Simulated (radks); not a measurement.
Values are calculated unless marked as measured or tabulated.
Q: The mean radii <r> (bohr) of the occupied orbitals of an atom or ion are listed with their occupations. Code: a radial shooting solver on a logarithmic mesh with Libxc functionals. Model: non-relativistic Kohn-Sham, LB94 model potential, spin-polarised, spherical densities, point nucleus.

| orbital | occ. | <r> |
|---|---|---|
| 1s down | 1 | 0.02662 |
| 1s up | 1 | 0.02662 |
| 2s up | 1 | 0.1140 |
| 2s down | 1 | 0.1139 |
| 2p up | 3 | 0.09683 |
| 2p down | 3 | 0.09681 |
| 3s up | 1 | 0.2977 |
| 3s down | 1 | 0.2979 |
| 3p up | 3 | 0.2873 |
| 3p down | 3 | 0.2875 |
| 3d up | 5 | 0.2573 |
| 3d down | 5 | 0.2576 |
| 4s up | 1 | 0.6459 |
| 4s down | 1 | 0.6449 |
| 4p up | 3 | 0.6559 |
| 4p down | 3 | 0.6548 |
| 4d up | 3 | 0.6720 |

Name the element and its charge. Open shells, if any, are filled with parallel spins first.

A: Z = 57, lanthanum, charge +18: La18+ in [Kr] 4d3. The 1s radius gives Z: for a bare nucleus <r> = 1.5/Z, 0.02632 bohr for Z = 57, and screening makes it slightly larger (0.02662 here). The occupations add up to 39, and the charge is Z minus that.
